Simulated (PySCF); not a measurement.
C₄H₁₀O, charge +1, doublet, at a GFN2-xTB geometry (a state made from the parent by changing its charge; the spin is typed, not shown lowest); PySCF with DF-B3LYP/6-311++G**.

PySCF was given this input:
```python
from pyscf import gto, scf, dft
import numpy

mol = gto.M(
    atom='''
C    -0.133637   -1.417541   -0.605264
C    -0.065112   -0.064440    0.045862
C    -0.372595    1.109740   -0.960778
C     1.401686    0.332935    0.466772
O    -0.860782    0.112973    1.131328
H     0.529901   -1.478869   -1.463337
H     0.141098   -2.207648    0.097301
H    -1.148631   -1.642986   -0.940387
H    -0.323475    2.076474   -0.466976
H     0.315942    1.080076   -1.797742
H    -1.399245    0.945577   -1.292093
H     2.059641    0.316660   -0.394798
H     1.703287   -0.412756    1.204140
H     1.425604    1.310702    0.940297
H    -1.399921   -0.655182    1.383422
''',
    basis='6-311++g**',
    charge=1,
    spin=1,
    verbose=4,
)
print('smallest overlap eigenvalue', numpy.linalg.eigvalsh(mol.intor('int1e_ovlp'))[0])

mf = dft.UKS(mol)
mf.xc = 'b3lyp'
mf = mf.density_fit(auxbasis='def2-universal-jkfit')
mf.kernel()
```

What the program printed (banner, timings and long lists left out):

```
PySCF version 2.14.0

[INPUT] verbose = 4
[INPUT] num. atoms = 15
[INPUT] num. electrons = 41
[INPUT] charge = 1
[INPUT] spin (= nelec alpha-beta = 2S) = 1
[INPUT] symmetry False subgroup None
[INPUT] Mole.unit = angstrom
[INPUT] Symbol           X                Y                Z      unit          X                Y                Z       unit  Magmom
[INPUT]  1 C     -0.133637000000  -1.417541000000  -0.605264000000 AA   -0.252537330109  -2.678764260342  -1.143783193059 Bohr   0.0
[INPUT]  2 C     -0.065112000000  -0.064440000000   0.045862000000 AA   -0.123043847423  -0.121773951467   0.086666619525 Bohr   0.0
[INPUT]  3 C     -0.372595000000   1.109740000000  -0.960778000000 AA   -0.704102505382   2.097104669475  -1.815607286507 Bohr   0.0
[INPUT]  4 C      1.401686000000   0.332935000000   0.466772000000 AA    2.648802652637   0.629155967282   0.882071242615 Bohr   0.0
[INPUT]  5 O     -0.860782000000   0.112973000000   1.131328000000 AA   -1.626642232955   0.213488029470   2.137900077052 Bohr   0.0
[INPUT]  6 H      0.529901000000  -1.478869000000  -1.463337000000 AA    1.001367763133  -2.794657384109  -2.765306157943 Bohr   0.0
[INPUT]  7 H      0.141098000000  -2.207648000000   0.097301000000 AA    0.266636576724  -4.171850099444   0.183872241646 Bohr   0.0
[INPUT]  8 H     -1.148631000000  -1.642986000000  -0.940387000000 AA   -2.170598008185  -3.104793566495  -1.777073881101 Bohr   0.0
[INPUT]  9 H     -0.323475000000   2.076474000000  -0.466976000000 AA   -0.611279158144   3.923967164780  -0.882456746745 Bohr   0.0
[INPUT] 10 H      0.315942000000   1.080076000000  -1.797742000000 AA    0.597043851247   2.041047833716  -3.397240022628 Bohr   0.0
[INPUT] 11 H     -1.399245000000   0.945577000000  -1.292093000000 AA   -2.644189831167   1.786881559688  -2.441701897468 Bohr   0.0
[INPUT] 12 H      2.059641000000   0.316660000000  -0.394798000000 AA    3.892157404925   0.598400674605  -0.746060094526 Bohr   0.0
[INPUT] 13 H      1.703287000000  -0.412756000000   1.204140000000 AA    3.218745941532  -0.779995796271   2.275494815634 Bohr   0.0
[INPUT] 14 H      1.425604000000   1.310702000000   0.940297000000 AA    2.694001122084   2.476867810920   1.776903805750 Bohr   0.0
[INPUT] 15 H     -1.399921000000  -0.655182000000   1.383422000000 AA   -2.645467286027  -1.238114541745   2.614288694698 Bohr   0.0

nuclear repulsion = 200.278209762549
number of shells = 100
number of NR pGTOs = 265
number of NR cGTOs = 180
basis = 6-311++g**
ecp = {}
smallest overlap eigenvalue 2.9570321210074438e-05

******** <class 'pyscf.df.df_jk.DFUKS'> ********
method = DFUKS
initial guess = minao
damping factor = 0
level_shift factor = 0
DIIS = <class 'pyscf.scf.diis.CDIIS'>
diis_start_cycle = 1
diis_space = 8
diis_damp = 0
SCF conv_tol = 1e-09
SCF conv_tol_grad = None
SCF max_cycles = 50
direct_scf = False
number electrons alpha = 21  beta = 20
XC library pyscf.dft.libxc version 7.1.2
    S. Lehtola, C. Steigemann, M. J. T. Oliveira, and M. A. L. Marques,  SoftwareX 7, 1–5 (2018)
XC functionals = b3lyp
    P. J. Stephens, F. J. Devlin, C. F. Chabalowski, and M. J. Frisch,  J. Phys. Chem. 98, 11623 (1994)
radial grids:
    Treutler-Ahlrichs [JCP 102, 346 (1995); DOI:10.1063/1.469408] (M4) radial grids

becke partition: Becke, JCP 88, 2547 (1988); DOI:10.1063/1.454033
pruning grids: <function nwchem_prune>
grids dens level: 3
symmetrized grids: False
atomic radii adjust function: <function treutler_atomic_radii_adjust>
small_rho_cutoff = 0
Set gradient conv threshold to 3.16228e-05
tot grids = 168640
******** <class 'pyscf.df.df.DF'> ********
auxbasis = def2-universal-jkfit
init E= -234.002659902841

cycle= 1 E= -233.317901098333  delta_E= 0.685  |g|= 0.437  |ddm|=  2.2
cycle= 2 E= -233.171347260439  delta_E= 0.147  |g|= 0.771  |ddm|= 1.22
cycle= 3 E= -233.382125202231  delta_E= -0.211  |g|= 0.154  |ddm|= 0.748
cycle= 4 E= -233.392389018423  delta_E= -0.0103  |g|= 0.0472  |ddm|= 0.171
cycle= 5 E= -233.393261169661  delta_E= -0.000872  |g|= 0.0129  |ddm|= 0.0434
cycle= 6 E= -233.393328071345  delta_E= -6.69e-05  |g|= 0.00646  |ddm|= 0.0161
cycle= 7 E= -233.393345325577  delta_E= -1.73e-05  |g|= 0.00282  |ddm|= 0.00763
cycle= 8 E= -233.393349942594  delta_E= -4.62e-06  |g|= 0.000689  |ddm|= 0.00509
cycle= 9 E= -233.393350237701  delta_E= -2.95e-07  |g|= 0.000154  |ddm|= 0.0015
cycle= 10 E= -233.39335025285  delta_E= -1.51e-08  |g|= 4.83e-05  |ddm|= 0.000321
cycle= 11 E= -233.393350253914  delta_E= -1.06e-09  |g|= 2.38e-05  |ddm|= 6.74e-05
cycle= 12 E= -233.393350254201  delta_E= -2.87e-10  |g|= 9.28e-06  |ddm|= 4.95e-05
Extra cycle  E= -233.393350254111  delta_E= 9e-11  |g|= 1.81e-05  |ddm|= 2.56e-05
converged SCF energy = -233.393350254111  <S^2> = 0.75340978  2S+1 = 2.0034069
```
